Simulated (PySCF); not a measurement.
An unknown shows these calculated signals:

¹H NMR (600 MHz, computed): δ 5.60 (br s, 1H), 5.31 (br s, 1H), 2.98 (m, 2H), 1.94 (s, 3H).

¹³C{¹H} NMR (computed): δ 147.3 (C), 139.7 (C), 128.3 (CH2), 60.7 (CH2), 26.5 (CH3).

[PySCF 2.14: shielding tensors at PBE0/pcSseg-1 (GIAO); coordinates at the GFN2-xTB level; rapidly exchanging positions averaged; no solvent; non-relativistic Hamiltonian; one computed conformer]

Scale: ¹H (31.72 ppm), ¹³C (186.93 ppm) vs TMS (reference shieldings calculated alike).

Which of these does the molecule contain: an OH group, a three-membered ring, a Si–H bond, a non-aromatic C=C double bond?

Answers


- An OH group: no.
- A three-membered ring: no.
- A Si–H bond: no.
- A non-aromatic C=C double bond: yes.

The data belong to SMILES C=C(C)CC(F)(Cl)Cl, C$_{5}$H$_{7}$Cl$_{2}$F; they needn't prove each group on their own.

Carbon signals by region: 3 in the sp2 and nitrile region (100–160 ppm), 1 at 50–100 ppm, 1 below 50 ppm.

Carbons that carry Cl, above all several Cl atoms, come out too deshielded, partly because spin–orbit coupling is missing. Splittings by ¹⁹F in the carbon and heteronuclear signals aren't shown, as no couplings were computed. Shifts are as computed. Against solution values, carbons near 30 ppm lie about +3 ppm off and those near 130 ppm about +5 ppm; carbons on Cl a further +6 ppm. Of 1211 compounds with measured shifts, 218 miss one by over three times the rms of a fit or turn the order of signals round; such compounds aren't used in these exercises. No couplings were computed; multiplicities are counted from neighbouring protons, with m where these are inequivalent, close in shift, in a saturated or five-membered ring or joined by F or P, and br s for small geminal =CH2 splittings.
